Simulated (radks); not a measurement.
The numbers below are computed, except where a source is named.
Initial-state core-level shifts of the bismuth ion Bi+ when its valence configuration changes from [Hg] 6p2. Level of theory: scalar-relativistic Kohn-Sham, PBE, spin-unpolarised, spherical densities, finite nucleus; Fermi nuclear charge, rms radius 5.5211 fm (a radial shooting solver on a logarithmic mesh with Libxc functionals). Shifts are changes of the shell-averaged eigenvalues in eV (positive: less bound); the change of the density at the nucleus, which sets a Mossbauer isomer shift, is in e/bohr^3, on a base of 3.213e+06.

[
 {"valence": "[Xe] 4f14 5d9 6s2 6p3", "1s": "-6.518", "2s": "-6.724", "3s": "-6.607", "4d": "-6.479", "density at nucleus": "+90.8"},
 {"valence": "[Xe] 4f13 5d10 6s2 6p3", "1s": "-21.549", "2s": "-23.146", "3s": "-25.361", "4d": "-20.555", "density at nucleus": "+323.5"},
 {"valence": "[Xe] 4f13.5 5d10 6s1.5 6p3", "1s": "-11.586", "2s": "-12.356", "3s": "-13.463", "4d": "-11.114", "density at nucleus": "-10.1"},
 {"valence": "[Xe] 4f14 5d10 6s1.5 6p2.5", "1s": "-0.929", "2s": "-0.912", "3s": "-0.919", "4d": "-0.919", "density at nucleus": "-160.3"},
 {"valence": "[Xe] 4f14 5d8 6s2 6p4", "1s": "-13.100", "2s": "-13.538", "3s": "-13.281", "4d": "-12.995", "density at nucleus": "+184.2"},
 {"valence": "[Xe] 4f13.5 5d10 6s2 6p2.5", "1s": "-10.677", "2s": "-11.463", "3s": "-12.563", "4d": "-10.214", "density at nucleus": "+160.0"},
 {"valence": "[Xe] 4f13 5d10 6s1.5 6p3.5", "1s": "-22.441", "2s": "-24.022", "3s": "-26.244", "4d": "-21.437", "density at nucleus": "+143.6"},
 {"valence": "[Xe] 4f12 5d10 6s1.5 6p4.5", "1s": "-44.726", "2s": "-48.007", "3s": "-52.501", "4d": "-42.449", "density at nucleus": "+461.2"},
 {"valence": "[Xe] 4f14 5d10 6s1 6p3", "1s": "-1.838", "2s": "-1.804", "3s": "-1.819", "4d": "-1.819", "density at nucleus": "-325.6"}
]
